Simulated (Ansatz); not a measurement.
Calculated with Ansatz (gas phase, PBE0-D4/def2-TZVP geometries, no zero-point term in ΔE). CBS: MP2 limit from def2 TZ/QZ plus the TZ coupled-cluster correction, frozen cores. DFT in def2-TZVPP. For Br, Ge outer-core shells are correlated without core-valence functions, which leaves a few kJ/mol of doubt a bond. Scalar relativity is left out up to krypton. One conformer a species, not always the lowest.

Consider the ligand exchange at a Ge–C bond: `C[C](=N)[GeH2][OH]` + HBr → `[OH][GeH2][Br]` + `CC=N`.

Question: Is it downhill or uphill in electronic energy at CCSD(T)/CBS, and by how much? (An estimate is asked.)

Answer: Computed: Downhill: ΔE = -97.7 kJ/mol.

Question: What do these levels give: PBE0-D4, ωB97M-V, CCSD/def2-TZVPP, MP2/def2-QZVPP, SCS-MP2/def2-QZVPP, HF/CBS(def2)? (Best estimate.)

Answer: Computed: PBE0-D4 -103.1, ωB97M-V -102.9, CCSD/def2-TZVPP -100.7, MP2/def2-QZVPP -100.0, SCS-MP2/def2-QZVPP -102.9, HF/CBS(def2) -128.8 kJ/mol.

Largest T1 diagnostic among the species: 0.012.

From PBE to PBE0 (25 % exact exchange), in def2-TZVPP and without D4, ΔE moves by −5.7 kJ/mol. The D4 term adds +6.4 kJ/mol with B3LYP and +3.7 kJ/mol with PBE0; it sums over pairs of atoms, weighted by their polarisabilities, and B3LYP, whose exchange is more repulsive, gets the larger term.

B3LYP here is the variant with VWN-RPA as its local correlation; programs differ in this.
